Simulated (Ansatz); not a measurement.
Program: Ansatz. Geometries: PBE0-D4/def2-TZVP. ΔE: electronic, gas phase. CCSD(T)/CBS is the MP2 limit (def2-TZVPP, def2-QZVPP) plus CCSD(T) − MP2 in def2-TZVPP, frozen cores. Elements past krypton have def2 core potentials. For In outer-core shells are correlated without core-valence functions, which leaves a few kJ/mol of doubt a bond. Each species was taken in one conformer, which may not be the lowest.

Consider the formal exchange of groups at a C–O bond: `COC(=O)OC` + `[SiH3][CH2][InH2]` → `[CH3][InH][CH2][SiH3]` + `COC(=O)O`.

`COC(=O)OC`:

Cartesian coordinates in Å:
```
C -0.066 -2.116 0.935
O 0.340 -1.277 -0.139
C 0.000 0.000 0.000
O -0.600 0.473 0.928
O 0.438 0.663 -1.065
C 0.144 2.055 -1.055
H -1.152 -2.107 1.042
H 0.385 -1.788 1.873
H 0.281 -3.114 0.675
H 0.562 2.449 -1.979
H 0.603 2.540 -0.192
H -0.934 2.221 -1.024
```

`[SiH3][CH2][InH2]`:

Z-matrix (Å, degrees):
```
Si
C 1 1.860
H 1 1.491 2 110.4
H 1 1.490 2 113.1 3 120.7
H 1 1.491 2 110.4 3 -118.5
In 2 2.161 1 112.9 3 59.1
H 2 1.093 1 109.3 3 179.8
H 2 1.094 1 109.3 3 -61.5
H 6 1.726 2 119.1 1 -89.8
H 6 1.726 2 119.1 1 90.2
```

`[CH3][InH][CH2][SiH3]`:

Cartesian coordinates in Å:
```
C 1.433 0.085 -2.043
In 0.670 -1.109 -0.422
C 0.040 -0.101 1.392
Si -1.659 0.635 1.241
H 0.599 0.398 -2.676
H 1.924 0.984 -1.667
H 2.134 -0.479 -2.660
H 0.513 -2.830 -0.510
H 0.065 -0.814 2.220
H 0.758 0.699 1.601
H -2.660 -0.422 0.914
H -1.693 1.631 0.131
H -2.124 1.324 2.478
```

`COC(=O)O`:

Z-matrix (Å, degrees):
```
C
O 1 1.424
H 1 1.091 2 110.6
H 1 1.087 2 105.6 3 119.5
H 1 1.091 2 110.6 3 -120.9
C 2 1.324 1 114.6 3 60.3
O 6 1.335 2 108.5 1 -180.0
O 6 1.201 2 126.4 1 0.0
H 7 0.964 6 106.1 2 180.0
```

| level | ΔE (kcal/mol) |
| --- | --- |
| HF/def2-TZVPP | -12.0 |
| MP2/CBS(def2) | -19.6 |

**Question.** What does CCSD(T)/CBS give? (An estimate is asked.)

**Answer.** The calculation gave: -17.2 kcal/mol. The listed levels differ from it by 5.2, -2.4 kcal/mol.

Largest T1 diagnostic among the species: 0.014.

In def2-TZVPP, CCSD(T) changes the Hartree–Fock value by −4.4 kcal/mol (the triples alone add −0.3 kcal/mol) and MP2 by −6.7 kcal/mol.
